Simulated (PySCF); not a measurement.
AgI, charge -1, multiplicity 2. Atoms are numbered in the order given.

```xyz
2

Ag     0.0000     0.0000    -1.5093
I      0.0000     0.0000     1.3384
```
Charge -1, spin multiplicity 2.

The structure is a stationary point at B3LYP-D3(BJ)/def2-TZVPD. The multiplicity is an assumed one; other spin states were not compared. The def2 effective core potentials stand for the cores of Ag, I; spin–orbit coupling is left out.

Computed with r2SCAN/def2-TZVPD in PySCF.

Mulliken values depend strongly on the basis, most of all with diffuse functions as here. ESP charges are fitted to the potential on shells at 1.4 to 2.0 van der Waals radii. Atomic charges (e):

```csv
atom,ESP fit,Mulliken,Mulliken spin
Ag1,(withheld),-0.39,0.90
I2,(withheld),-0.61,0.10
```

Task: What belongs in the gaps? (Estimate from the structure and the level; the computed values follow.)

Result: 
- Ag1, ESP fit: -0.40
- I2, ESP fit: -0.60
